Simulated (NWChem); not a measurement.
Atomisation of sulfuric acid (H2O4S)

SMILES: O=S(=O)(O)O
```xyz
7

O     -0.3014     1.2374     0.8705
S      0.0000     0.0000    -0.1716
O      1.2712     0.2525    -0.8416
O     -1.2712    -0.2525    -0.8416
O      0.3014    -1.2374     0.8705
H      0.5721     1.5953     1.1416
H     -0.5721    -1.5953     1.1416
```
Charge 0, spin multiplicity 1.

All runs are NWChem calculations. All single points use one geometry, from PBE/def2-SVP, a minimum by its harmonic frequencies. It is one conformer; others weren't searched.

Basis set: def2-TZVP. The atomisation energy is electronic alone: no zero-point, thermal, spin-orbit or counterpoise terms. No value is extrapolated to the basis-set limit. Free atoms are single determinants with multiplicities O 3, S 3, H 2. Correlated methods freeze the same cores in atoms and molecule, 9 orbitals in all.

Costs are rough ratios of processor time within this set of runs, SCF included, with BHandHLYP as 1. Costs are the molecule's.

B3LYP has NWChem's definition, with VWN1-RPA local correlation. GW and range-separated runs recompute their integrals, the others keep them in memory, which bears on the times. The stability of the SCF solutions was not checked. Open-shell Hartree-Fock references start from PBE0 orbitals; any time given for them includes that run.

```tsv
method	atomisation energy (kcal/mol)	relative cost
BHandHLYP	523.7	1
PBE0	582.6	under 3
B3LYP	575.3	under 3
LDA (SVWN5)	[?]	under 3
PBE	623.7	under 3
r2SCAN	598.6	under 3
HF	306.5	under 3
MP2	[?]	under 3
LC-wPBE (omega 0.3 per bohr)	[?]	10
```

Task: What belongs in the gaps?

Result: 
- LDA (SVWN5), atomisation energy (kcal/mol): 746.7
- MP2, atomisation energy (kcal/mol): 597.2
- LC-wPBE (omega 0.3 per bohr), atomisation energy (kcal/mol): 604.1
